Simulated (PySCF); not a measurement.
From computed data to an observable: oscillator strength and radiative lifetime

Mo(NMe)(S)(F)(SH) (CH₄FMoNS₂), SMILES C[N]=[Mo]([F])(=[S])[SH], multiplicity 1.

Geometry: r2SCAN-D4/def2-SVP. The spin state was assumed, not searched. The def2 effective core potentials stand for the cores of Mo; spin–orbit coupling is left out. One conformer was computed; it need not be the lowest.

TDA-PBE/def2-SVPD in PySCF puts the first singlet state with f over 0.02 at 3.50 eV (vertical), with the transition dipole (-0.410, -0.181, 0.296) in atomic units.

Q: Find the oscillator strength, the wavelength and the radiative lifetime that this transition would have in vacuum if emission retraced absorption.

A: 
|μ|² = 0.2885 au, so |μ| = 1.37 D. ΔE = 3.50/27.211 = 0.1286 hartree. f = (2/3) ΔE |μ|² = 0.025 (the program prints 0.025).
λ = 1239.84/3.50 = 354 nm; ν = 28229 cm⁻¹.
Einstein's coefficient A = 0.6670 ν² f s⁻¹ (ν in cm⁻¹) = 1.3e7 s⁻¹, so τ = 1/A = 76 ns. This state is S4; the lower singlets have f = 0.000, 0.003, 0.009. The figure is the radiative limit of this one transition; relaxation, internal conversion, crossing to triplets and a medium change what is measured.
